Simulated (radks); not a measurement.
Results of a calculation; reference values are marked as such.
Orbital eigenvalues (eV) of neutral antimony, [Kr] 4d10 5s2 5p3, at several levels of relativity; Dirac values are averaged over j with weights 2j + 1. Spin-unpolarised spherical Kohn-Sham, PBE, point nucleus unless stated (finite: rms radius 4.6802 fm), a radial shooting solver on a logarithmic mesh with Libxc functionals. A level marked "c x" has the speed of light scaled by that factor and shares open shells by 2j + 1; other Dirac levels either fill j = l - 1/2 first or share by 2j + 1.

| shell | non-rel. | scalar-rel., finite nucleus | Dirac, 2j+1 shares | Dirac, c x 0.75 | change of magnitude, last against first (%) |
|---|---|---|---|---|---|
| 1s | -29171 | -30304 | -30285 | -31279 | +7.23 |
| 2s | -4335.0 | -4611.4 | -4607.0 | -4853.9 | +11.97 |
| 2p | -4061.7 | -4140.0 | -4142.0 | -4213.1 | +3.73 |
| 3s | -847.37 | -904.08 | -903.26 | -954.08 | +12.59 |
| 3p | -733.90 | -750.40 | -750.87 | -765.73 | +4.34 |
| 3d | -523.34 | -515.87 | -515.28 | -508.45 | -2.84 |
| 4s | -137.81 | -148.83 | -148.71 | -158.72 | +15.17 |
| 4p | -99.421 | -101.79 | -101.93 | -104.20 | +4.81 |
| 4d | -35.248 | -33.508 | -33.475 | -32.028 | -9.13 |
| 5s | -11.896 | -12.830 | -12.819 | -13.713 | +15.28 |
| 5p | -4.8978 | -4.8282 | -4.8420 | -4.8160 | -1.67 |
